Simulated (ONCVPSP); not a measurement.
## An all-electron radial function and its pseudo partner (iridium (Ir))

Columns: radius, all-electron u(r) and pseudo u(r) of the 5d shell (level -8.93 eV) of iridium in the configuration [Kr] 4d10 4f14 5s2 5p6 5d7 6s1 6p1; PBE, scalar-relativistic, ONCV scheme, ONCVPSP 4.0.1.

| r (bohr) | all-electron | pseudo |
| --- | --- | --- |
| 0.108 | 0.2611 | 0.0028 |
| 0.215 | -0.0635 | 0.0211 |
| 0.322 | -0.3675 | 0.0661 |
| 0.430 | -0.3413 | 0.1430 |
| 0.538 | -0.1209 | 0.2480 |
| 0.645 | 0.1441 | 0.3697 |
| 0.752 | 0.3826 | 0.4955 |
| 0.860 | 0.5704 | 0.6129 |
| 0.968 | 0.7020 | 0.7096 |
| 1.075 | 0.7837 | 0.7788 |
| 1.182 | 0.8265 | 0.8200 |
| 1.290 | 0.8400 | 0.8355 |
| 1.398 | 0.8320 | 0.8298 |
| 1.505 | 0.8095 | 0.8086 |
| 1.612 | 0.7773 | 0.7771 |
| 1.720 | 0.7390 | 0.7389 |
| 1.828 | 0.6973 | 0.6972 |
| 1.935 | 0.6546 | 0.6546 |
| 2.042 | 0.6119 | 0.6119 |
| 2.150 | 0.5697 | 0.5697 |
| 2.258 | 0.5290 | 0.5289 |
| 2.365 | 0.4904 | 0.4904 |
| 2.472 | 0.4539 | 0.4539 |
| 2.580 | 0.4192 | 0.4191 |
| 2.688 | 0.3866 | 0.3866 |
| 2.795 | 0.3566 | 0.3565 |

Task: How many radial nodes do the two functions have?

Result: The all-electron 5d function has n − l − 1 = 2; the pseudo-wave has 0, since the states of the same l below it are removed with the core.

Task: At about which radius was the pseudo-wave matched?

Result: 1.80 bohr. The columns agree to 0.0005 from 1.61 bohr on; several derivatives are matched, so the curves merge somewhat inside the radius.

Task: Is the pseudo-wave norm-conserving?

Result: Yes: the ONCV scheme keeps the norm inside the radius equal to the all-electron one, which fixes the energy derivative of the logarithmic derivative at the level.
